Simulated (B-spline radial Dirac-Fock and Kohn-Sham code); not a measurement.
ΔSCF core binding energies without Breit or QED terms, calculated with a B-spline atomic structure program.

A sound run for Mo³⁺, 1s2 2s2 2p6 3s2 3p6 3d10 4s2 4p6 4d3: The ground state converged in 10 iterations, with total energy -4045.50391 Ha, virial ratio 1.96416 and highest orbital energy -38.86 eV. ΔSCF binding energies: K (1s) 20098.1 eV, L3 (2p3/2) 2569.7 eV, M5 (3d5/2) 271.3 eV.

A second run, with one unsound setting: The ground state had not converged after 54 iterations, with total energy -4045.49168 Ha, virial ratio 1.96312 and highest orbital energy -38.04 eV. ΔSCF binding energies: K (1s) 20098.4 eV, L3 (2p3/2) 2570.0 eV, M5 (3d5/2) 271.4 eV (not all states converged, so these are not final).

```
iter   energy (Ha)        error
   1    -4039.76827109  1.50e+00
   2    -4044.42740750  2.72e-01
   3    -4044.51552276  2.58e-01
   4    -4044.59649447  2.46e-01
   5    -4044.67089487  2.34e-01
   6    -4044.73925088  2.22e-01
   7    -4044.80204763  2.11e-01
   8    -4044.85973183  2.01e-01
   9    -4044.91271472  1.91e-01
  17    -4045.20700450  1.27e-01
  25    -4045.35518910  8.40e-02
  33    -4045.42947418  5.76e-02
  41    -4045.46661110  4.08e-02
  49    -4045.48516150  2.89e-02
  54    -4045.49168298  2.34e-02
```

Q: Which fault fits the second run best?
A. mesh too coarse
B. nuclear radius in wrong units
C. damping too heavy
D. spline order too low

A: C. The input had damp = 0.97; ndamp = 100: damp is so close to 1 that the orbitals hardly move in each step.
